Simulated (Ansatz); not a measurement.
Relaxation of the cluster Sn2S with RKS B3LYP-D4/def2-TZVP.

```sh
$ ansatz run in.yaml --threads 4 --pin off --events-out ev --progress --plain --max-ram 3916MiB
```

```yaml
crystal:
  periodic: [false, false, false]
  atoms:
    - {symbol: Sn, position_ang: [0.284840, -0.247280, 1.510640]}
    - {symbol: Sn, position_ang: [0.991980, 0.156300, -1.190120]}
    - {symbol: S, position_ang: [-1.276810, 0.090980, -0.320510]}
basis:
  gaussian: {orbitals: def2-TZVP}
hamiltonian: {xc: {name: B3LYP}, dispersion: d4}
scf: {lower_state_search: "off"}
output: {orbitals: {seedname: orbitals}}
relax: {f_tol: 0.02, max_steps: 100}
```

It took 6 s on 4 threads of Arm Neoverse V2 on a shared host.

Positions (Å) and forces (eV/Å) at steps 1, 2, 3, 4 of 4:

```xyz
3
step=1 energy=-22505.4003 eV
Sn    0.285   -0.247    1.511   -0.059   -0.133    0.853
Sn    0.992    0.156   -1.190    0.365    0.111   -0.775
S    -1.277    0.091   -0.321   -0.306    0.022   -0.079
3
step=2 energy=-22505.2897 eV rejected
Sn    0.210   -0.272    1.684    0.181    0.160   -1.052
Sn    1.012    0.185   -1.377   -0.359   -0.148    1.007
S    -1.222    0.087   -0.307    0.178   -0.013    0.045
3
step=3 energy=-22505.4438 eV
Sn    0.266   -0.255    1.563    0.025   -0.007    0.037
Sn    1.000    0.165   -1.245    0.040    0.002   -0.020
S    -1.266    0.090   -0.318   -0.065    0.005   -0.017
3
step=4 energy=-22505.4440 eV
Sn    0.266   -0.255    1.564    0.006   -0.001    0.003
Sn    1.002    0.165   -1.245    0.007    0.000    0.001
S    -1.268    0.090   -0.318   -0.013    0.001   -0.004
```

In the def2 sets Sn takes a core potential; there is no spin–orbit coupling. The structure comes from a short search, and lower isomers may exist.
